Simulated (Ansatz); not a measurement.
Mulliken charges of F$_{3}$H$_{2}$NZr (`[NH2][Zr]([F])([F])[F]`) from r2SCAN/def2-TZVPP in Ansatz (PBE0-D4/def2-TZVP geometry).

```
atom   x (Å)   y (Å)   z (Å)  charge (e)
  N1  -0.618   0.812   0.710      -0.631
 Zr2   0.370  -0.523  -0.432       1.483
  F3   1.625  -1.442   0.667      -0.394
  F4  -0.926  -1.654  -1.245      -0.391
  F5   1.365   0.397  -1.777      -0.399
  H6  -1.604   1.026   0.638       0.167
  H7  -0.213   1.384   1.438       0.165
```

Problem. By hand: the dipole of these point charges (1 e Å = 4.8032 D).

Solution. Σ q r = (-0.187, 0.168, 0.188) e Å, of length 0.314 e Å = 1.51 D.

Problem. How does the dipole of the full density compare? (Best estimate.)

Solution. The calculation gave: (-0.287, 0.297, 0.303) e Å, 2.46 D; the point charges give 0.61 times that, at 3° from its direction.

Point charges leave out the atoms' own dipoles, such as those of lone pairs, and Mulliken's split depends on the basis, so the two needn't agree.
